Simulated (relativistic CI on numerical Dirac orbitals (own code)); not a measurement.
# Au74+: sensitivity of the levels to the model

Base calculation: Dirac-Coulomb-Breit CI, orbitals from a KLI potential per configuration, QED by a radiative potential, unscaled Slater integrals.

Configurations in the expansion (outside the closed core 1s2): 2s²2p, 2s2p², 2p³, 2p²3s, 2s²3s, 2p²3p, 2p²3d, 2s²3p, 2s²3d, 2s2p3s, 2s2p3p, 2s2p3d, 2s²4s, 2s²4p, 2s²4d, 2s²4f. Levels of other configurations are missing.

Variants: (1) non-relativistic limit. Shifts of the energy above 2s²2p ²P°1/2, in eV, for the lowest level and the first level of each name with at least 55 % of one term (blank where a level changes its place among those of its configuration and J or its character, or is not in the variant):

```csv
Level,Base,Δ(1)
2s²2p ²P°1/2,0.0,0.0
2s²2p ²P°3/2,1978.7,-1978.7
2s2p² ⁴P3/2,2194.7,-2067.1
2s2p² ²D5/2,2237.1,
2s2p² ²P1/2,2318.4,
2s2p² ²D3/2,2320.2,-2087.1
2s2p² ⁴P5/2,4191.5,
2s2p² ²S1/2,4312.2,
2s2p² ²P3/2,4312.9,-3999.8
2p³ ⁴S°3/2,4559.3,
2p³ ²D°5/2,4582.4,-4112.0
2p³ ²P°1/2,4646.9,-4117.5
2s²3s ²S1/2,12403.8,-1494.2
2s²3p ²P°1/2,12503.9,-1522.1
```

At this charge energies of transitions that change n are usually good to better than 1 %, and those within a shell (Δn = 0) to a few per cent.

Ionisation energy from the two ground configurations alone: base 21922.5 eV. The NIST ASD value (theoretical) is 21920 eV.

LS names give the leading component of a level, which can be under half, so a name can repeat, a term be missing and a line seem to break the LS rules.
